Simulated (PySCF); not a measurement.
Computed shifts of a molecule C6H10, PBE/pcSseg-1 in PySCF, GIAO, gas phase, equivalent atoms averaged, in ppm (number of nuclei): ¹³C: 143.2 (1), 141.7 (1), 138.7 (1), 120.9 (1), 26.5 (1), 20.1 (1). ¹H: 7.50 (1), 6.06 (1), 5.73 (2), 2.45 (3), 2.34 (3). References: ¹³C against TMS (σ = 182.0 ppm); ¹H against TMS (σ = 31.49 ppm), references at their B3LYP-D3(BJ)/def2-TZVP geometries, non-relativistic. Geometry optimised at PBE-D3(BJ)/def2-SVP. The values are those of a single conformer.

Q: Which structure fits?
(A) C=C1CC[C@@H]1C
(B) C=C/C(C)=C\C
(C) C=CCC1CC1
(D) C=C(C)/C=C/C

A: B, C=C/C(C)=C\C
